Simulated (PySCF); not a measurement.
**A search over the determinants of AgH**

Unrestricted PBE0; basis Ag x2c-TZVPPall, H x2c-TZVPPall; spin-free X2C with a Gaussian nucleus; PySCF 2.14. Outer shells of the fragments: Ag 4d10 5s1; H 1s1.

Followed along the bond (rough minima from three points):

```json
{"2Ms+1": "1", "unpaired": "none", "⟨S²⟩ at the start": "0.00", "R at minimum (Å)": "1.62", "Te (eV)": "0.00"}
{"2Ms+1": "3", "unpaired": "σ ↑↑", "⟨S²⟩ at the start": "2.01", "R at minimum (Å)": "none in the scan", "Te (eV)": "≤ 2.59"}
```

Solutions found at the starting distance of 1.655 Å, counted from the lowest of them; the search is not exhaustive and high or unbound solutions are not listed, so other states can lie among these:

```json
{"2Ms+1": "1", "unpaired": "none", "term": "¹Σ⁺", "E (eV)": "0.00", "⟨S²⟩": "0.00", "⟨Lz²⟩": "0.00", "μ (D)": "-2.96"}
{"2Ms+1": "3", "unpaired": "σ ↑↑", "term": "³Σ⁺", "E (eV)": "2.64", "⟨S²⟩": "2.01", "⟨Lz²⟩": "0.00", "μ (D)": "1.56"}
{"2Ms+1": "3", "unpaired": "σ ↑, π ↑", "term": "³Π", "E (eV)": "4.96", "⟨S²⟩": "2.01", "⟨Lz²⟩": "1.01", "μ (D)": "-0.61"}
{"2Ms+1": "1", "unpaired": "σ ↑, π ↓", "term": "mixed", "E (eV)": "5.23", "⟨S²⟩": "1.01", "⟨Lz²⟩": "1.00", "μ (D)": "-0.42"}
{"2Ms+1": "3", "unpaired": "σ ↑, π ↑", "term": "³Π", "E (eV)": "5.45", "⟨S²⟩": "2.00", "⟨Lz²⟩": "1.00", "μ (D)": "-0.45"}
{"2Ms+1": "3", "unpaired": "σ ↑, δ ↑", "term": "³Δ", "E (eV)": "5.52", "⟨S²⟩": "2.01", "⟨Lz²⟩": "4.00", "μ (D)": "-0.46"}
{"2Ms+1": "1", "unpaired": "σ ↑, δ ↓", "term": "mixed", "E (eV)": "5.59", "⟨S²⟩": "1.01", "⟨Lz²⟩": "4.00", "μ (D)": "-0.26"}
```

A term symbol is given only where ⟨S²⟩ and ⟨Lz²⟩ are close to those of a pure state; real π, δ and φ orbitals otherwise mix terms. A positive dipole means Ag(−)H(+).

The measured ground state is X ¹Σ+ (Huber and Herzberg, Constants of Diatomic Molecules (1979)).

Spin–orbit coupling is left out. Counting both spins, an empty level lies below a filled one in some of these solutions, because spin and occupation are held.
